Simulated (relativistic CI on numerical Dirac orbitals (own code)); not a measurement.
# Spin-allowed bands of a d8 ion in a tetrahedral site, by hand

Problem. Take Δ = 3460 cm⁻¹ and B = 540 cm⁻¹ for a d8 ion in a tetrahedral site. Calculate the three spin-allowed bands.

Working.
1. The terms of highest spin are 3F (energy 0) and 3P (15B = 8100 cm⁻¹). Here the F term splits into A2 at +1.2Δ = 4152, T2 at +0.2Δ = 692 and T1 at −0.6Δ = -2076 cm⁻¹.
2. The two T1 states mix through the element 0.4Δ: H = [[-2076, 1384], [1384, 8100]], with roots ½(H₁₁ + H₂₂) ∓ ½√[(H₂₂ − H₁₁)² + 4H₁₂²] = ½(6024) ∓ ½(10546) = -2261 and 8285 cm⁻¹.
3. The ground term is 3T1 at -2261 cm⁻¹.
4. Bands: 3T2 2953 cm⁻¹ (3387 nm), 3A2 6413 cm⁻¹ (1559 nm), 3T1(P) 10546 cm⁻¹ (948 nm).

Check. Exact diagonalisation of the whole d8 shell with these parameters gives 3T2 2953, 3A2 6413, 3T1 10546 cm⁻¹. The match is exact, since without spin-orbit coupling no other term has this spin. The ratio of the second band to the first, 2.172, depends on Δ/B = 6.4 alone, which is how a Tanabe-Sugano diagram is read.
